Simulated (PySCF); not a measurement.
Coordinates in bohr (charge 0 multiplicity 2):
```
Zr    0.0000    0.0000    0.0000
O     3.5840   -0.6357    0.0000
O    -1.2415    3.4217    0.0000
O    -2.3425   -2.7860    0.0000
H     5.3550   -0.9497    0.0000
H    -1.8550    5.1124    0.0000
H    -3.5000   -4.1627    0.0000
```

These are results of PySCF, UPBE0, basis Zr def2-TZVP with ECP28, O def2-TZVP, H def2-TZVP (scalar-relativistic core potentials, no spin–orbit coupling, density fitting), not measurements.

This geometry of Zr(OH)₃ is a stationary point at this level.

Q: What is the point group?

A: D3h.

Q: Is it a minimum?

A: Yes: all harmonic wavenumbers are real.

Q: List the harmonic modes with their infrared intensities.

A: 
```csv
symmetry,ω (cm⁻¹),"IR (km/mol, summed over degenerate members)"
a2'',67,24.3
a2',91,0.0
e',154,7.0
e',258,497
e'',361,0.0
a2'',378,258
a1',685,0.0
e',704,444
e',4011,651
a1',4014,0.0
```

Q: Give the atomic charges and bond orders.

A: 
```
  atom  Mulliken  Löwdin  polar tensor  spin (Mulliken)  Mayer order to Zr1
   Zr1      1.32    0.54          1.73             1.06                   –
O2,3,4     -0.76   -0.34         -0.92            -0.02                0.94
H5,6,7      0.32    0.16          0.35             0.00                0.03
```
Other Mayer orders above 0.3: O–H 0.88 (×3).

In D3h the vibrations span 2a2'' + a2' + 4e' + e'' + 2a1'. The a1', a2', e'' modes carry no infrared intensity, as symmetry demands.

This need not be the most stable arrangement of these atoms. Open d and f shells are described by one determinant, and the ground state may have another occupation or spin.
